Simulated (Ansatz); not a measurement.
`[OH][GaH][GeH3]` + H₂S → `[OH][GaH][SH]` + GeH₄ at 600 K and 1 bar (cleavage of the Ga–Ge bond).

Program: Ansatz. Geometries: PBE0-D4/def2-TZVP. ΔE: electronic, gas phase. CCSD(T)/CBS is the MP2 limit (def2-TZVPP, def2-QZVPP) plus CCSD(T) − MP2 in def2-TZVPP, frozen cores. This one scheme is used for every species. For Ga, Ge outer-core shells are correlated without core-valence functions, which leaves a few kJ/mol of doubt a bond. Scalar relativity is left out up to krypton. One conformer a species, not always the lowest.

| species | CCSD(T)/CBS energy (Eh) | H − E (kJ/mol) | S (J/(mol·K)) |
| --- | --- | --- | --- |
| `[OH][GaH][GeH3]` | -4078.25778 | 169.4 | 428.7 |
| H₂S | -398.97279 | 60.8 | 230.9 |
| `[OH][GaH][SH]` | -2398.75721 | 122.8 | 372.7 |
| GeH₄ | -2078.49493 | 105.8 | 256.4 |

H − E and S are ideal-gas, rigid-rotor, harmonic terms from PBE0-D4/def2-TZVP, for one conformer and one mirror image of each species. 1 Eh = 2625.50 kJ/mol, R = 8.31446 J/(mol·K).

Question: By hand: ΔE, ΔH, ΔS and ΔG.

Answer: ΔE = (-2398.75721) + (-2078.49493) − (-4078.25778) − (-398.97279) = -0.02157 Eh = -56.6 kJ/mol. Δ(H − E) = 122.8 + 105.8 − 169.4 − 60.8 = -1.6, so ΔH = -58.2 kJ/mol. ΔS = 372.7 + 256.4 − 428.7 − 230.9 = -30.5 J/(mol·K). ΔG = -58.2 − 600 × (-30.5)/1000 = -39.9 kJ/mol.

Question: By hand: the equilibrium constant, and the temperature at which ΔG would vanish if ΔH and ΔS stayed fixed.

Answer: log₁₀ K = −ΔG/(RT ln 10) = 3.5. ΔG = 0 at ΔH/ΔS = 1908 K.

ΔH outweighs TΔS. A doubt of 5 kJ/mol in ΔE shifts log₁₀ K by 0.4 here. Other conformers and mirror images would add mixing entropy, several J/(mol·K) or more a flexible species. Modes under 60 cm⁻¹, often nearly free rotors, make the harmonic entropy too high. These are equilibria of isolated gas molecules and say nothing of rates. Largest T1 diagnostic: 0.014 (customary marks: 0.02 for closed shells, 0.045 for open ones).
